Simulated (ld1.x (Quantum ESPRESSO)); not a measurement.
**Ranking TM potentials for cadmium (Cd)**

All share these settings but for the change named:

| Item | Value |
| --- | --- |
| Element | Cd (Z = 48) |
| Generator | ld1.x (Quantum ESPRESSO) 7.5 |
| Type | norm-conserving Troullier–Martins (Kleinman–Bylander form) |
| Functional | LDA (PZ) |
| Relativity | scalar-relativistic |
| Frozen core | [Ar] 3d10 |
| Valence charge | 20 |
| Reference configuration | 4s2 4p6 4d10 5s2 5p0 |
| Partial waves | 4s (bound): rc 0.85 bohr; 4p (bound): rc 1.05 bohr; 4d (bound): rc 1.70 bohr |
| Local potential | the d channel |
| Core correction | none |

Occupied shells without a wave of their own: 5s. They enter only through the test configuration that unscreens the potential.

Test errors are all-electron minus pseudo excitation energies from the reference, over 4s2 4p6 4d10 5s1 5p0; 4s2 4p6 4d10 5s0 5p0; 4s2 4p6 4d9 5s0 5p0; 4s2 4p6 4d10 5s0 5p2; 4s1 4p6 4d10 5s2 5p0; 4s2 4p5 4d10 5s2 5p0; 4s2 4p6 4d10 5s0 5p1. None of these files shows a bound ghost.

The base gives 63.3 meV.

Of 6 variants that were run, those that failed, showed a ghost or another fault, or gave nearly equal values are left out.

Q: Rank these variants by their largest absolute test error, smallest first.
A. all radii scaled by about 1.08 (s 0.92, p 1.14, d 1.84 bohr)
B. all radii scaled by about 1.18 (s 1.00, p 1.24, d 2.02 bohr)
C. all radii scaled by about 1.28 (s 1.10, p 1.34, d 2.18 bohr)
D. all radii scaled by about 0.80 (s 0.68, p 0.84, d 1.36 bohr)
E. all radii scaled by about 0.89 (s 0.76, p 0.94, d 1.52 bohr)

A: A (91.1 meV), E (213.8 meV), B (351.0 meV), D (831.8 meV), C (1758.4 meV).
